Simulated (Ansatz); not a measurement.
C$_{2}$H$_{8}$InN, SMILES `C[NH][InH][CH3]`. The species carries charge 0 and has multiplicity 1. In takes the def2 core potential.

Cartesian coordinates in Å:
```
C 1.604 0.807 -1.487
N 0.652 0.689 -0.409
In -0.487 -0.903 0.079
C -1.762 -0.624 1.780
H 2.625 1.005 -1.133
H 1.345 1.605 -2.197
H 1.641 -0.125 -2.057
H 0.587 1.531 0.141
H -0.245 -2.247 -0.963
H -1.708 0.407 2.129
H -1.456 -1.287 2.591
H -2.796 -0.859 1.524
```

**Question.** What are the harmonic wavenumbers in cm⁻¹ at PBE0-D4/def2-TZVP (Ansatz, finite differences of forces, unscaled)? (An estimate is asked.)

**Answer.** The calculation gave: 29, 90, 110, 137, 243, 351, 444, 497, 514, 574, 697, 727, 1080, 1132, 1142, 1198, 1383, 1451, 1452, 1454, 1481, 1510, 1826, 2983, 3020, 3062, 3091, 3150, 3160, 3608.

**Question.** Is this a minimum?

**Answer.** Yes, all 30 modes are real.

**Question.** Give the ideal-gas thermochemistry at 298.15 K and 1 bar (rigid rotor, harmonic oscillator; point group C1, symmetry number 1).

**Answer.** Zero-point energy 248.8 kJ/mol; H(298) − E = 272.1 kJ/mol; entropy 375.0 J/(mol·K), of which translation 172.2, rotation 110.3, vibration 92.5; G(298) − E = 160.3 kJ/mol. Modes under 100 cm⁻¹ are hindered rotations or soft bends, so the harmonic entropy is rough.
